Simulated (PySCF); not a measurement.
A set of runs on `C1C[C@H]2C[C@@H](C1)C2`; the geometry of each is named by its level. Settings lines and outputs come from a driver script.

Compound: C₇H₁₂.
Atom-mapped SMILES: `[CH2:1]1[CH2:2][C@H:3]2[CH2:4][C@@H:5]([CH2:6]1)[CH2:7]2` (hydrogens: H8, H9 on C1; H10, H11 on C2; H12 on C3; H13, H14 on C4; H15 on C5; H16, H17 on C6; H18, H19 on C7)

Step 1: PBE0-D3(BJ)/def2-SVP geometry optimisation, gas phase (PySCF 2.14.0) (from the GFN2-xTB geometry)
```json
{"job": {"xc": "PBE0", "basis": "def2-SVP", "d3": "d3bj", "grid": 1, "kind": "geom"}, "charge": 0, "multiplicity": 1}
```
```
step   0  E = -273.43630515  max force = 0.009491
step   1  E = -273.43789823  max force = 0.001824
step   2  E = -273.43792306  max force = 0.000399
step   3  E = -273.43792644  max force = 0.000188
optimisation converged
```

Final energy -273.43793 Eh after 3 steps; dipole 0.09 D. Energies in Eh; «max force» is the largest Cartesian gradient component in Eh/bohr.

On Arm Neoverse V1, one thread, on a shared host, this took 41 s.

Step 2: TDDFT CAM-B3LYP/def2-SVPD, vertical, gas phase, core orbitals frozen in the response (PySCF 2.14.0, density-fitted response routines) (on the PBE0-D3(BJ)/def2-SVP geometry)
```json
{"job": {"kind": "uv", "xc": "CAM-B3LYP", "basis": "def2-SVPD", "ip": true}, "charge": 0, "multiplicity": 1}
```
```
...
Static polarisability (au): isotropic 76.435, principal 72.999 77.134 79.173
Singlet excitations
state   eV       nm        f      main configurations
  1   7.8215    158.5   0.00038   H->L 0.94
  2   8.0176    154.6   0.03507   H-1->L 0.92
  3   8.2389    150.5   0.00880   H-2->L 0.88
  4   8.4372    146.9   0.00964   H->L+1 0.87
  5   8.4528    146.7   0.00651   H->L+2 0.87
  6   8.5755    144.6   0.01234   H-1->L+2 0.50, H-3->L 0.26, H->L+3 0.10
  7   8.6211    143.8   0.01242   H-1->L+1 0.81
  8   8.6940    142.6   0.01914   H->L+3 0.74, H-1->L+2 0.12
  9   8.8037    140.8   0.00139   H-1->L+3 0.49, H-4->L 0.21, H-2->L+1 0.13
 10   8.8590    140.0   0.02306   H-2->L+2 0.51, H-1->L+2 0.21, H-3->L 0.18
Triplet excitations (Tamm-Dancoff, eV): 7.6353 7.8250 8.0333 8.2322
Vertical ionisation energy (delta-SCF) = 10.0169 eV
```

HOMO -9.29 eV, LUMO 1.35 eV; lowest singlet 7.82 eV; lowest triplet 7.64 eV (Tamm–Dancoff); mean polarisability 76.4 au.

Hardware: one thread of an Arm Neoverse V1, no GPU (shared host). Cost: 3.4 min wall.

Step 3: delta-SCF UKS SCAN, pcX-2 on the ionised atom, pcseg-1 elsewhere, spin-free X2C (PySCF 2.14.0) (on the PBE0-D3(BJ)/def2-SVP geometry)
```json
{"job": {"kind": "xps"}, "charge": 0, "multiplicity": 1}
```
```
...
ground state, core basis on atom 0 (C), 189 functions
  E(ground) = -273.87858590 Eh
hole in C 1s of atom 0
  E(ion) = -263.21035855 Eh   <S^2> = 0.7695   hole on atom = 1.000   binding energy = 290.297 eV
ground state, core basis on atom 1 (C), 189 functions
  E(ground) = -273.87846174 Eh
hole in C 1s of atom 1
  E(ion) = -263.21159783 Eh   <S^2> = 0.7696   hole on atom = 1.000   binding energy = 290.260 eV
ground state, core basis on atom 2 (C), 189 functions
  E(ground) = -273.87985938 Eh
hole in C 1s of atom 2
  E(ion) = -263.21410841 Eh   <S^2> = 0.7723   hole on atom = 1.000   binding energy = 290.230 eV
ground state, core basis on atom 3 (C), 189 functions
  E(ground) = -273.87921441 Eh
hole in C 1s of atom 3
  E(ion) = -263.22007983 Eh   <S^2> = 0.7699   hole on atom = 1.000   binding energy = 290.050 eV
```

C1s of C1 290.30 eV; C1s of C2 290.26 eV; C1s of C3 290.23 eV; C1s of C4 290.05 eV; one atom stands for each set of equivalent ones. SCF cycles are left out; they run on a coarse grid, and E(ground) and E(ion) are re-evaluated on a finer one. The log counts atoms from 0, this text from 1.

The run took 49 s on Arm Neoverse V1, one thread, no GPU, shared host.

Geometry of the electronic-property runs (PBE0-D3(BJ)/def2-SVP):
```
atom  x, y, z in Å
C1     1.3762    0.5817   -0.4981
C2     0.0514    1.3237   -0.7309
C3    -1.0998    0.6201   -0.0086
C4    -1.2937   -0.7867   -0.6102
C5    -0.1586   -1.2438    0.3285
C6     1.1911   -0.9332   -0.3228
C7    -0.5967   -0.0950    1.2688
H8     2.0969    0.8004   -1.3011
H9     1.8328    0.9789    0.4219
H10   -0.1905    1.3791   -1.8063
H11    0.1482    2.3653   -0.3829
H12   -1.9843    1.2706    0.0743
H13   -1.1433   -0.9072   -1.6964
H14   -2.2629   -1.2251   -0.3282
H15   -0.1944   -2.2743    0.7152
H16    2.0170   -1.3359    0.2865
H17    1.2412   -1.4555   -1.2937
H18    0.1623    0.4013    1.8947
H19   -1.4363   -0.4031    1.9092
```

